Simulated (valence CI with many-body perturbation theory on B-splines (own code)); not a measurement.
**Which ion has this spectrum?**

A relativistic CI+MBPT calculation for an atom or ion with 15 electrons gives these levels (cm⁻¹):

```
  J  Parity        E     g
3/2     odd        0  1.43
3/2     odd   386591  1.42
5/2     odd   445803  1.19
1/2     odd   518847  0.66
3/2     odd   912149  1.27
3/2    even  1097104  0.82
5/2    even  1117050  1.48
5/2    even  1287028  1.20
1/2    even  1293022  2.27
3/2    even  1308388  1.16
5/2    even  1488259  0.97
3/2    even  1488846  0.95
1/2    even  1496519  0.27
3/2    even  1523865  1.44
```

The energies are calculated, and their last digits are not significant.

Task: Which is it?
A. Sb36+
B. I38+
C. Ag32+
D. Sn35+

Result: D. Sn35+, ground level (3s^2 3p1/2^2 3p3/2) J=3/2.
